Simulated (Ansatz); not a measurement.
`C[CH](C)[SnH3]`, relaxed with RKS PBE0-D4/def2-TZVP in Ansatz 0.2.0 from a PBE-D4/def2-SVP geometry. The force threshold is 0.005 eV/Å; the program also tests the step.

The species carries charge 0 and has multiplicity 1. Sn: def2 effective core potential.

Start:

```xyz
14

C     0.788    0.894   -1.047
C    -0.069    0.494    0.157
C    -1.543    0.298   -0.209
Sn    0.737   -1.312    1.119
H     1.846    1.080   -0.771
H     0.399    1.826   -1.516
H     0.781    0.112   -1.837
H     0.011    1.280    0.940
H    -1.962    1.222   -0.666
H    -1.678   -0.517   -0.952
H    -2.169    0.053    0.673
H     0.660   -2.636    0.001
H    -0.190   -1.720    2.526
H     2.390   -1.075    1.583
```

```
step  energy (eV)  largest force (eV/Å)  largest move (Å)
   1   -9102.4418                 0.523             0.000
   2   -9102.4884                 0.187             0.061
   3   -9102.4959                 0.083             0.027
   4   -9102.4963                 0.023             0.014
   5   -9102.4965                 0.004             0.006
```

End:

```xyz
14

C     0.780    0.882   -1.036
C    -0.064    0.486    0.166
C    -1.526    0.294   -0.207
Sn    0.728   -1.294    1.106
H     1.824    1.065   -0.768
H     0.392    1.799   -1.496
H     0.767    0.106   -1.808
H     0.010    1.269    0.928
H    -1.933    1.206   -0.659
H    -1.651   -0.510   -0.938
H    -2.147    0.052    0.660
H     0.649   -2.593   -0.007
H    -0.187   -1.702    2.494
H     2.360   -1.060    1.564
```

Hardware: 4 threads of an Arm Neoverse V2 on a shared host. Wall time 18 s, peak host memory 0.54 GiB.
